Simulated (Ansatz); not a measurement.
Cost and result up the ladder for the cluster Li₂Al₄ (6 atoms). Total charge 0; singlet. Geometry: r2SCAN-D4/def2-SVP.

```xyz
6

Li   -0.851   -1.501    2.539
Li   -0.054   -1.037   -1.806
Al   -1.395    0.281    0.562
Al    1.808    1.000   -0.936
Al    1.091   -0.502    0.940
Al   -0.599    1.758   -1.300
```

Ansatz on 4 threads of AMD EPYC 7B13 on a shared host. Times are rough, and most runs start from the orbitals of an earlier one. No level here is sound enough to serve as a yardstick. Binding counts from free atoms at the same level (Li doublet, Al doublet; other spins of the atoms weren't run), without zero-point energy or a counterpoise term.

LC-ωPBE has ω = 0.4 bohr⁻¹. B3LYP takes the VWN-RPA correlation. Correlated methods freeze 20 core orbitals; core or outer-core shells of Li are correlated, in sets that lack core-valence functions. The structure comes from a short search, and lower isomers may exist.

Run but left out: HF/6-31G (restricted singlet, unstable in another Hartree–Fock run and untested here).

Correlated methods converge slowly with the basis.

```csv
level,functions,wall time
PBE-D4/def2-SVP,90,1.5 s
B3LYP-D4/6-31G,70,1.6 s
PBE0-D4/def2-SVP,90,1.7 s
PBE-D4/def2-TZVP,176,2.4 s
revPBE-D4/def2-TZVP,176,2.7 s
PBE-D4/def2-TZVPD,206,3.6 s
MP2/def2-TZVP,176,3.6 s
LC-ωPBE/def2-TZVP,176,3.8 s
RPA@PBE/def2-TZVP,176,4.3 s
PBE0-D4/def2-TZVPD,206,4.4 s
CAM-B3LYP-D4/def2-TZVP,176,5.5 s
r2SCAN-D4/def2-TZVPD,206,6.5 s
r2SCANh-D4/def2-TZVP,176,7 s
B97M-V/def2-TZVP,176,8.5 s
```

(1) Estimate what each level gives for the binding energy per atom (eV).

## Answers

(1) 
```tsv
level	binding energy per atom (eV)	remarks
PBE-D4/def2-SVP	1.79	restricted SCF unstable in HF
B3LYP-D4/6-31G	1.40	restricted SCF unstable in HF
PBE0-D4/def2-SVP	1.71	restricted SCF unstable in HF
PBE-D4/def2-TZVP	1.78	–
revPBE-D4/def2-TZVP	1.70	restricted SCF unstable in HF
PBE-D4/def2-TZVPD	1.78	restricted SCF unstable in HF
MP2/def2-TZVP	1.74	restricted SCF unstable
LC-ωPBE/def2-TZVP	1.49	restricted SCF unstable in HF
RPA@PBE/def2-TZVP	1.43	–
PBE0-D4/def2-TZVPD	1.70	restricted SCF unstable in HF
CAM-B3LYP-D4/def2-TZVP	1.43	restricted SCF unstable in HF
r2SCAN-D4/def2-TZVPD	1.77	restricted SCF unstable in HF
r2SCANh-D4/def2-TZVP	1.73	restricted SCF unstable in HF
B97M-V/def2-TZVP	1.81	restricted SCF unstable in HF
```
